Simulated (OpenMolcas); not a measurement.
An atom or ion with 43 electrons was computed by MS-RASPT2, IPEA 0.25 Eh, imaginary shift 0.1 Eh with spin-orbit coupling (OpenMolcas, ANO-RCC-VTZP, DKH2). The lowest levels that the run gave, each within 12 % of the measured value where one is at hand:

```
   J  Parity  E (cm⁻¹)      g
 9/2    even       0.0  1.329
 7/2    even      2230  1.236
 5/2    even      3610  1.032
 3/2    even      4480  0.413
 3/2    even     10960  1.631
 5/2    even     11030  1.593
 1/2    even     12510  2.482
 9/2    even     13200  1.096
 7/2    even     15320  0.893
 3/2    even     16160  1.282
11/2    even     18050  1.091
 1/2    even     18190  0.854
```

Problem. Which ion is it, and what are the configurations and terms?

Solution. Rh2+ (Z = 45, charge +2; active space 7 electrons in 9 orbitals (RAS2 4d 5s; RAS3 5p, at most 2 electrons)). J, parity and g give the terms where levels are pure, and mixed ones are named by the computed weights; the size of the splittings, set against known spectra of the 43-electron sequence, gives the charge. In order, with the measured energies in cm⁻¹ (the list in Shadmi, J. Res. Natl. Bur. Stand. 70A, 435 (1966)): 4d⁷ ⁴F_9/2, 4d⁷ ⁴F_7/2 (2148), 4d⁷ ⁴F_5/2 (3486), 4d⁷ ⁴F_3/2 (4322), 4d⁷ ⁴P_3/2 (10997), 4d⁷ ⁴P_5/2 (11062), 4d⁷ ⁴P_1/2, 4d⁷ ²G_9/2, 4d⁷ ²G_7/2, 4d⁷ ²P_3/2 [54 %], 4d⁷ ²H_11/2, 4d⁷ ²P_1/2.

CASPT2 does not keep the components of a term degenerate, so their means are used; among the terms shown or strongly mixed into the levels shown the widest spread is 960 cm-1 (4d⁷ ⁴F). Blocks of more than 70 roots (2S+1 = 2 even) ran without multistate coupling. Some high roots are left out of the spin-orbit mixing, which shifts the levels that they would mix with. Terms from blocks run as CI alone lack orbitals of their own. The CASPT2 spread within a term exceeds the gap to the next term for 4d⁷ ²H and 4d⁷ ²D(1), so the order of their levels is uncertain. Computed and measured levels are paired by configuration, term and J; levels that our copy of the source lacks, or whose pairing is in doubt (as where it misses far off the trend of its configuration), stay unpaired and out of the deviations. Only configurations of the active space appear.

A share in square brackets marks a mixed level and gives the weight of the term that names it. A number in round brackets counts repeated terms of one configuration in the order of the reference energies.
